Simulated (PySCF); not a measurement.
AlH₃OF₂, singlet: at the end structure of a reaction step.

run.py

```python
import json, numpy as np
from pyscf import gto, scf, dft, mp, cc
EV, BOHR = 27.211386245988, 0.529177210903
mol = gto.M(atom="""
Al -0.773484 -0.359002 -0.170337
O 1.040017 0.183239 0.379520
F -0.475936 -1.617074 -1.201493
F -1.053843 1.121050 -0.887017
H 1.275194 0.087417 1.308479
H -1.464722 -0.678233 1.209969
H 1.178425 1.103225 0.119132
""", basis="def2-tzvpp", charge=0, spin=0, max_memory=7225, verbose=0)
def mean_field(mol, dm=None):
    mf = dft.RKS(mol, xc="slater,pw").density_fit()
    mf.conv_tol = 1e-9; mf.grids.level = 4
    mf.kernel(dm0=dm)
    if not mf.converged: mf = mf.newton().run(mf.mo_coeff, mf.mo_occ)
    assert mf.converged
    return mf
def d4(mol):
    return 0.0, np.zeros((7, 3))
def energy_and_gradient(mol, dm=None):
    mf = mean_field(mol, dm); e, g = d4(mol)
    return mf, (mf.e_tot + e) * EV, (mf.nuc_grad_method().kernel()[:7] + g) * EV / BOHR
out = {}
mf = mean_field(mol); e = d4(mol)[0]
out.update(energy=(mf.e_tot + e) * EV, converged=True, dispersion=e * EV)
out['s2'] = mf.spin_square()[0]; out['nelec'] = mol.nelec
print(f"Total energy {out['energy']:.6f} eV, <S^2> {out['s2']:.4f}")
json.dump(out, open("out.json", "w"), default=float)
```

Command:

```bash
OMP_NUM_THREADS=4 python run.py
```

It printed (PySCF 2.14):

```
Total energy -14056.916486 eV, <S^2> 0.0000
```

Hardware: 4 CPU threads of an Arm Neoverse V1, shared host. Wall time about 6.1 s.
